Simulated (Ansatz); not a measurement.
`[SH][SnH2][Cl]` + `C#N` → `N#[C][SnH2][Cl]` + H₂S at 400 K and 1 bar (formal exchange of groups at the Sn–S bond).

Calculated with Ansatz (gas phase, PBE0-D4/def2-TZVP geometries, no zero-point term in ΔE). CCSD(T)/CBS is the MP2 limit (def2-TZVPP, def2-QZVPP) plus CCSD(T) − MP2 in def2-TZVPP, frozen cores. This one scheme is used for every species. def2 core potentials past Kr. For Sn outer-core shells are correlated without core-valence functions, which leaves a few kJ/mol of doubt a bond. One conformer a species, not always the lowest.

```json
{"species": "`[SH][SnH2][Cl]`", "CCSD(T)/CBS energy (Eh)": "-1073.44145", "H − E (kJ/mol)": "90.2", "S (J/(mol·K))": "360.8"}
{"species": "`C#N`", "CCSD(T)/CBS energy (Eh)": "-93.32098", "H − E (kJ/mol)": "56.1", "S (J/(mol·K))": "211.9"}
{"species": "`N#[C][SnH2][Cl]`", "CCSD(T)/CBS energy (Eh)": "-767.77261", "H − E (kJ/mol)": "87.3", "S (J/(mol·K))": "362.9"}
{"species": "H₂S", "CCSD(T)/CBS energy (Eh)": "-398.97279", "H − E (kJ/mol)": "53.4", "S (J/(mol·K))": "215.9"}
```

H − E and S are ideal-gas, rigid-rotor, harmonic terms from PBE0-D4/def2-TZVP, for one conformer and one mirror image of each species. 1 Eh = 2625.50 kJ/mol, R = 8.31446 J/(mol·K).

**Question.** By hand: ΔE, ΔH, ΔS and ΔG.

**Answer.** ΔE = (-767.77261) + (-398.97279) − (-1073.44145) − (-93.32098) = 0.01703 Eh = 44.7 kJ/mol. Δ(H − E) = 87.3 + 53.4 − 90.2 − 56.1 = -5.6, so ΔH = 39.1 kJ/mol. ΔS = 362.9 + 215.9 − 360.8 − 211.9 = 6.1 J/(mol·K). ΔG = 39.1 − 400 × (6.1)/1000 = 36.7 kJ/mol.

**Question.** By hand: the equilibrium constant, and the temperature at which ΔG would vanish if ΔH and ΔS stayed fixed.

**Answer.** log₁₀ K = −ΔG/(RT ln 10) = -4.8. ΔG = 0 at ΔH/ΔS = 6410 K, far beyond where these terms or the molecules hold.

The number of gas molecules stays the same, so ΔS is small and ΔH decides. A doubt of 5 kJ/mol in ΔE shifts log₁₀ K by 0.7 here. Other conformers and mirror images would add mixing entropy, several J/(mol·K) or more a flexible species. These are equilibria of isolated gas molecules and say nothing of rates. Largest T1 diagnostic: 0.014 (customary marks: 0.02 for closed shells, 0.045 for open ones).
